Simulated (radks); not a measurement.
Question: Cr6+, 18 electrons, occupied as [Ar]. Calculated with a radial shooting solver on a logarithmic mesh with Libxc functionals: non-relativistic Kohn-Sham, PBEsol, spin-polarised, spherical densities, point nucleus. Some entries of the table are withheld. Estimate them.

orbital,occ.,eigenvalue (eV),r(max) (bohr),<r^2> (bohr^2)
1s,2,-5941.178,0.04228,0.005537
2s,2,-774.6098,0.2464,(1)
2p,6,-675.9041,(2),0.08369
3s,2,(3),0.7611,(4)
3p,6,-148.2640,0.7655,0.8852

Answer: 
(1) 2s <r^2> (bohr^2): 0.1034
(2) 2p r(max) (bohr): 0.1990
(3) 3s eigenvalue (eV): -176.8950
(4) 3s <r^2> (bohr^2): 0.8304
